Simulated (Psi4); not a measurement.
C₂HF₅, charge +1, doublet, geometry from GFN2-xTB (a state made from the parent by changing its charge; the spin is typed, not shown lowest); Psi4 with PBE0/def2-SVP.

Here is a job for Psi4.
```
memory 2 GB

molecule mol {
1 2
F     1.238010   -1.236016    0.520345
C     1.026965   -0.184453   -0.210210
F     1.572426    0.876602    0.300346
C    -0.716536    0.097125   -0.156513
F    -0.983267    0.269819    1.096386
F    -0.917829    1.154256   -0.875030
F    -1.254035   -0.969672   -0.653853
H     1.239694   -0.330928   -1.293415
}

set {
  basis def2-svp
  reference uks
}

energy('pbe0')
print_variables()
```

Q: Predict the main parts of the log of this Psi4 run.

A: 
```
   => Loading Basis Set <=

    Name: DEF2-SVP
    Role: ORBITAL
    Keyword: BASIS

         ---------------------------------------------------------
                                   SCF
               by Justin Turney, Rob Parrish, Andy Simmonett
                          and Daniel G. A. Smith
                              UKS Reference
         ---------------------------------------------------------

  ==> Geometry <==

    Molecular point group: c1
    Full point group: C1

    Geometry (in Angstrom), charge = 1, multiplicity = 2:

       Center              X                  Y                   Z               Mass
    ------------   -----------------  -----------------  -----------------  -----------------
         F            1.251127616837    -1.239542552975     0.506421197339    18.998403162730
         C            1.040082616837    -0.187979552975    -0.224133802661    12.000000000000
         F            1.585543616837     0.873075447025     0.286422197339    18.998403162730
         C           -0.703418383163     0.093598447025    -0.170436802661    12.000000000000
         F           -0.970149383163     0.266292447025     1.082462197339    18.998403162730
         F           -0.904711383163     1.150729447025    -0.888953802661    18.998403162730
         F           -1.240917383163    -0.973198552975    -0.667776802661    18.998403162730
         H            1.252811616837    -0.334454552975    -1.307338802661     1.007825032230

  Running in c1 symmetry.

  Rotational constants: A =      0.12480  B =      0.07803  C =      0.06545 [cm^-1]
  Rotational constants: A =   3741.44927  B =   2339.26917  C =   1962.00707 [MHz]
  Nuclear repulsion =  359.350697181042278

  Charge       = 1
  Multiplicity = 2
  Electrons    = 57
  Nalpha       = 29
  Nbeta        = 28

  ==> Algorithm <==

  SCF Algorithm Type is DF.
  DIIS enabled.
  MOM disabled.
  Fractional occupation disabled.
  Guess Type is SAD.
  Energy threshold   = 1.00e-06
  Density threshold  = 1.00e-06
  Integral threshold = 1.00e-12

  ==> Primary Basis <==

  Basis Set: DEF2-SVP
    Blend: DEF2-SVP
    Number of shells: 45
    Number of basis functions: 103
    Number of Cartesian functions: 110
    Spherical Harmonics?: true
    Max angular momentum: 2

  ==> DFT Potential <==

   => LibXC <=

    Version 7.1.2
    S. Lehtola, C. Steigemann, M. J. T. Oliveira, and M. A. L. Marques,  SoftwareX 7, 1–5 (2018) (10.1016/j.softx.2017.11.002)

   => Composite Functional: PBE0 <=

    PBE0 Hyb-GGA Exchange-Correlation Functional

    C. Adamo and V. Barone,  J. Chem. Phys. 110, 6158 (1999) (10.1063/1.478522)
    M. Ernzerhof and G. E. Scuseria,  J. Chem. Phys. 110, 5029 (1999) (10.1063/1.478401)

    Deriv               =              1
    GGA                 =           TRUE
    Meta                =          FALSE

    Exchange Hybrid     =           TRUE
    MP2 Hybrid          =          FALSE

   => Exchange Functionals <=

    0.7500   Perdew, Burke & Ernzerhof

   => Exact (HF) Exchange <=

    0.2500               HF

   => Correlation Functionals <=

    1.0000   Perdew, Burke & Ernzerhof

   => LibXC Density Thresholds  <==

    XC_HYB_GGA_XC_PBEH:  1.00E-15

   => Molecular Quadrature <=

    Radial Scheme          =       TREUTLER
    Pruning Scheme         =           NONE
    Nuclear Scheme         =       TREUTLER

    Blocking Scheme        =         OCTREE
    BS radius alpha        =              1
    Pruning alpha          =              1
    Radial Points          =             75
    Spherical Points       =            302
    Total Points           =         171880
    Total Blocks           =           1338
    Max Points             =            255
    Max Functions          =             99
    Weights Tolerance      =       1.00E-15

   => Loading Basis Set <=

    Name: (DEF2-SVP AUX)
    Role: JKFIT
    Keyword: DF_BASIS_SCF

  ==> Integral Setup <==

  SCF_SUBTYPE=INCORE selected. In-core MEM_DF algorithm will be used.
  Using in-core AOs.

  ==> MemDFJK: Density-Fitted J/K Matrices <==

    J tasked:                   Yes
    K tasked:                   Yes
    wK tasked:                   No
    Algorithm:                 Core
    Schwarz Cutoff:           1E-12
    Mask sparsity (%):       2.2057
    Fitting Condition:        1E-10

   => Auxiliary Basis Set <=

  Basis Set: (DEF2-SVP AUX)
    Blend: DEF2-UNIVERSAL-JKFIT
    Number of shells: 181
    Number of basis functions: 553
    Number of Cartesian functions: 663
    Spherical Harmonics?: true
    Max angular momentum: 4

  Minimum eigenvalue in the overlap matrix is 5.8560718197E-03.
  Reciprocal condition number of the overlap matrix is 1.2852249635E-03.
    Using symmetric orthogonalization.

  ==> Pre-Iterations <==

  SCF Guess: Superposition of Atomic Densities via on-the-fly atomic UHF (no occupation information).

   -------------------------
    Irrep   Nso     Nmo
   -------------------------
     A        103     103
   -------------------------
    Total     103     103
   -------------------------

  ==> Iterations <==

                           Total Energy        Delta E     RMS |[F,P]|

   @DF-UKS iter SAD:  -574.90848054085166   -5.74908e+02   0.00000e+00
   @DF-UKS iter   1:  -574.51726498007645    3.91216e-01   4.59458e-03 ADIIS/DIIS
   @DF-UKS iter   2:  -574.42264529974034    9.46197e-02   6.98445e-03 ADIIS/DIIS
   @DF-UKS iter   3:  -574.59191437540255   -1.69269e-01   3.45888e-04 ADIIS/DIIS
   @DF-UKS iter   4:  -574.59225461259609   -3.40237e-04   1.86975e-04 ADIIS/DIIS
   @DF-UKS iter   5:  -574.59238259131018   -1.27979e-04   6.15019e-05 DIIS
   @DF-UKS iter   6:  -574.59239564275117   -1.30514e-05   1.91839e-05 DIIS
   @DF-UKS iter   7:  -574.59239727917759   -1.63643e-06   3.54234e-06 DIIS
   @DF-UKS iter   8:  -574.59239739503471   -1.15857e-07   1.31297e-06 DIIS
   @DF-UKS iter   9:  -574.59239740594057   -1.09059e-08   5.80113e-07 DIIS
  Energy and wave function converged.

  ==> Post-Iterations <==

   Electrons on quadrature grid:
      Nalpha   =   29.0000034238 ; deviation = 3.424e-06
      Nbeta    =   28.0000016370 ; deviation = 1.637e-06
      Ntotal   =   57.0000050608 ; deviation = 5.061e-06

   @Spin Contamination Metric:   2.240030215E-03
   @S^2 Expected:                7.500000000E-01
   @S^2 Observed:                7.522400302E-01
   @S   Expected:                5.000000000E-01
   @S   Observed:                5.000000000E-01

    Orbital Energies [Eh]
    ---------------------

    Alpha Occupied:

[...]
    Alpha Virtual:

[...]
    Beta Occupied:

[...]
      28A     -0.711508

    Beta Virtual:

[...]
    Final Occupation by Irrep:
              A
    DOCC [    28 ]
    SOCC [     1 ]
    NA   [    29 ]
    NB   [    28 ]

  @DF-UKS Final Energy:  -574.59239740594057

   => Energetics <=

    Nuclear Repulsion Energy =            359.3506971810422783
    One-Electron Energy =               -1496.9639688833265154
    Two-Electron Energy =                 610.4179591505412645
    DFT Exchange-Correlation Energy =     -47.3970848541976366
    Empirical Dispersion Energy =           0.0000000000000000
    VV10 Nonlocal Energy =                  0.0000000000000000
    Total Energy =                       -574.5923974059405737

  UHF NO Occupations:
  HONO-2 :   27  A 1.9998292
  HONO-1 :   28  A 1.9995543
  HONO-0 :   29  A 1.0000000
  LUNO+0 :   30  A 0.0004457
  LUNO+1 :   31  A 0.0001708
  LUNO+2 :   32  A 0.0001624
  LUNO+3 :   33  A 0.0001247

Computation Completed

Properties will be evaluated at   0.000000,   0.000000,   0.000000 [a0]

Properties computed using the SCF density matrix

 Multipole Moments:

 ------------------------------------------------------------------------------------
     Multipole            Electronic (a.u.)      Nuclear  (a.u.)        Total (a.u.)
 ------------------------------------------------------------------------------------

 L = 1.  Multiply by 2.5417464519 to convert [e a0] to [Debye]
 Dipole X            :         -0.8580747            1.4377694            0.5796946
 Dipole Y            :          0.2147721           -0.3865153           -0.1717431
 Dipole Z            :          0.7580869           -1.5261193           -0.7680324
 Magnitude           :                                                    0.9774535

 ------------------------------------------------------------------------------------

  Variable Map:
  ----------------------------------------------------------------------------
[...]
  Array Variable Map:
  ----------------------------------------------------------------------------
[...]
[...]
```
